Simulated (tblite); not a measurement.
Compound: C3H9ClSSi2.
Numbering: `[CH2:1]=[C:2]([CH3:3])[Si@H:4]([Cl:5])[S:6][SiH3:7]` (hydrogens: H8, H9 on C1; H10, H11, H12 on C3; H13 on Si4; H14, H15, H16 on Si7)

The geometry is computed with GFN2-xTB (gas phase).

**Question.** Give the optimised bond lengths and angles.

**Answer.** 
```
                     bond  length (Å)
                    C1=C2       1.327
                    C2–C3       1.497
                   C2–Si4       1.888
                  Si4–Cl5       2.025
                   Si4–S6       2.153
                   S6–Si7       2.149
                    C1–H8       1.077
                    C1–H9       1.079
   C3–H10, C3–H11, C3–H12       1.088
                  Si4–H13       1.459
Si7–H14, Si7–H15, Si7–H16       1.455
```

Bonds in one row agree within 0.01 Å and their mean is given. A selection of angles:
```
      angle  degrees
   C2–C1–H8    122.2
   C2–C1–H9    121.9
   H8–C1–H9    115.9
   C1–C2–C3    121.7
  C1–C2–Si4    119.8
  C3–C2–Si4    118.5
  C2–C3–H10    110.1
  C2–C3–H11    111.1
 H10–C3–H11    109.1
 H10–C3–H12    107.0
 C2–Si4–Cl5    110.6
  C2–Si4–S6    107.1
 C2–Si4–H13    113.1
 Cl5–Si4–S6    110.8
Cl5–Si4–H13    107.1
 S6–Si4–H13    108.1
 Si4–S6–Si7    104.0
 S6–Si7–H14    102.3
 S6–Si7–H15    107.5
 S6–Si7–H16    108.6
H14–Si7–H15    113.1
H15–Si7–H16    111.2
```

Torsions: C1–C2–Si4–Cl5 -66° (synclinal); C2–Si4–S6–Si7 177° (antiperiplanar).

Si4 (chlorine-bound silicon) is distorted tetrahedral (angles from 107.1° to 113.1°). Si7 (SiH3 silicon) is distorted tetrahedral (angles from 102.3° to 113.5°). Of the pairs four or more bonds apart, S6···H12 is among the closest relative to their van der Waals radii: 2.95 Å, 98 % of the sum of Bondi's values. The 2 C–C bonds span 1.327 Å (C1=C2, drawn double) to 1.497 Å (C2–C3, drawn single), a spread of 0.170 Å.

Point group: C1 (no symmetry element, even within 0.4 Å). GFN2-xTB frequencies show an imaginary mode (24i cm⁻¹), so the point is no minimum at that level. 3 starts were optimised and ended at 0.00, 0.02 and 0.45 kcal/mol (GFN2-xTB); the lowest of these is shown.

The run took 1.2 s wall on an Arm Neoverse V2 with one thread, no GPU, on a shared host. That covers the optimisation of the geometry.
